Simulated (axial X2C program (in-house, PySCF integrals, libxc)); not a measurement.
Spin–orbit effects down a group: molecules with Na (ions), PBE0

All values come from calculations with an axial X2C code built on PySCF integrals, spin-free (one-electron X2C) or two-component (2c: spin–orbit coupling with atomic mean-field Coulomb and Gaunt terms, which also bring small scalar terms), in Dyall basis sets with cores contracted in-house; open shells are unrestricted.

Basis sets: Na dyall-av3z, O dyall-av3z, S dyall-av3z, Se dyall-acv3z, Te dyall-acv3z.

```
molecule  spin-free state  Re (Å)  ωe (cm⁻¹)  De (eV)  2c state  Re 2c (Å)  ωe 2c (cm⁻¹)  De 2c (eV)
    NaO⁻   M_S = 1, Λ = 1   2.132      402.0     1.72     Ω = 2      2.132         402.0        1.72
    NaS⁻   M_S = 0, Λ = 0   2.405      357.8     1.43     Ω = 0      2.406         357.2        1.43
   NaSe⁻                ?       ?          ?        ?         ?          ?             ?           ?
   NaTe⁻   M_S = 0, Λ = 0   2.710      255.4     1.42     Ω = 0      2.725         246.2        1.30
```

(1) Estimate the 2c Re and ωe of NaSe⁻ as the mean of its neighbours in the table.

Fragments in 2c: Na + O-, S- + Na, Se- + Na, Te- + Na. Each entry is the lowest single determinant of a limited PBE0 search at one distance. De goes to single-determinant-based atoms at the same level (for ions the charge split of lowest energy) and is withheld (n/a) where an atom does not fit its ground term or J level. Main or longest-lived isotopes. One determinant is a doubtful description, or other states lie close, for NaO⁻, NaS⁻, NaSe⁻; these need not be ground states, and all values refer to the states named. Some open-shell Ω = 0 determinants are out of reach, so the Ω given for NaO⁻ need not be the lowest component. With several unpaired electrons the Ω given is that of one determinant, not necessarily of the lowest component. Some light 2c atoms are not at their ground J level, so De misses part of their lowering (0.04 eV or less). The functionals have no current term, which raises determinants with orbital currents.

Results:

(1) Re ≈ 2.566 Å, ωe ≈ 301.7 cm⁻¹. The PBE0 runs give the row below, so the estimate misses by 0.044 Å and 14.7 cm⁻¹.

| molecule | spin-free state | Re (Å) | ωe (cm⁻¹) | De (eV) | 2c state | Re 2c (Å) | ωe 2c (cm⁻¹) | De 2c (eV) |
| --- | --- | --- | --- | --- | --- | --- | --- | --- |
| NaSe⁻ | M_S = 0, Λ = 0 | 2.517 | 291.3 | 1.43 | Ω = 0 | 2.522 | 287.0 | 1.41 |
